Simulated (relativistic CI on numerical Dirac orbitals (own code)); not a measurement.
**Electric-dipole transitions in Pb I**

Method of calculation: Dirac-Coulomb-Breit CI, KLI orbitals optimised for each configuration, model QED, valence Slater integrals scaled by 0.85, configuration energies shifted to the measured levels that pair with them (semi-empirical) (own radial code, finite nucleus).

CI space (outside the closed core [Xe] 4f14 5d10): 6s²6p², 6s²6p7s, 6s²6p7p, 6s²6p6d, 6s²6p8s, 6s²6p7d, 6s6p³, 6s²6p8p, 6s²6p5f, 6s²6d², 6s²6p8d, 6s²6p6f, 6s²6p5g, 6s²6p7f, 6s²6p8f. Levels of other configurations are missing.

| λ vac (nm) | Lower | Upper | A (s⁻¹) | gf | Branching (%) |
| --- | --- | --- | --- | --- | --- |
| 244.03 | 6s²6p² ³P1 [2] | 6s²6p7s ³P°2 [16] | 4.55e+07 | 2.03e-01 | 22.5 |
| 265.48 | 6s²6p² ³P2 [3] | 6s²6p7s ³P°2 [16] | 1.03e+08 | 5.42e-01 | 50.7 |
| 285.58 | 6s²6p² ³P0 [1] | 6s²6p7s ³P°1 [7] | 6.70e+07 | 2.46e-01 | 32.8 |
| 363.17 | 6s²6p² ³P1 [2] | 6s²6p7s ³P°1 [7] | 3.28e+07 | 1.95e-01 | 16.1 |
| 367.99 | 6s²6p² ³P1 [2] | 6s²6p7s ³P°0 [6] | 1.75e+08 | 3.55e-01 | 100.0 |
| 379.65 | 6s²6p² ¹D2 [4] | 6s²6p7s ³P°2 [16] | 5.42e+07 | 5.85e-01 | 26.8 |
| 412.81 | 6s²6p² ³P2 [3] | 6s²6p7s ³P°1 [7] | 1.03e+08 | 7.92e-01 | 50.5 |

Terms are leading LS components. Brackets give the number of a level in order of energy, since labels repeat. The list gives strong lines, with weight on those to low levels, without configurations that were not tied to measured data, without lines whose two gauges differ by over a factor of 2.5, among the lowest 60 of 148 levels, so that lines to higher ones, which can be the strongest, are missing, and without lines across small gaps between configurations, and without 7 lines that miss the measured interval by over 3.5 %, start from a term whose rates miss tabulated ones by over 60 %, have gauges far apart or, lacking measured levels, span too small a gap for the errors found; lines with a level outside our table were not tested and can miss by more. Levels whose partners in the same complex of configurations lie outside the list can be far off, and so can their lines. Rates are taken at the computed energies, electric ones in the length gauge.

Configurations whose levels could be paired with our table of measured levels were shifted onto them, all but the ground configuration, by the median error of their levels; single terms can still be off by 1,000 to 2,000 cm⁻¹ or more, and rates follow the energies as ν³ (E1, M1) or ν⁵ (E2). The others borrow a shift and can be off by several thousand cm⁻¹ or more. The fine structure of a lone outer electron comes out too small, for d and f at times inverted, and misplaced configurations move strength between like terms. 15 of the 21 excited levels that our extract of the measured tables holds in this range could be paired (the sources list more); they are missed by 346 cm⁻¹ on average and 1004 at most, after the shifts were fitted to these levels, and levels without a partner can miss by more.

Question: From the table, what is the radiative lifetime of 6s²6p7s ³P°2?

Answer: The listed rates from this level add up to about 2.02e+08 s⁻¹, 100 % of its decay; with all channels τ = 4.94e-09 s.

LS names give the leading component of a level, which can be under half, so a name can repeat, a term be missing and a line seem to break the LS rules.
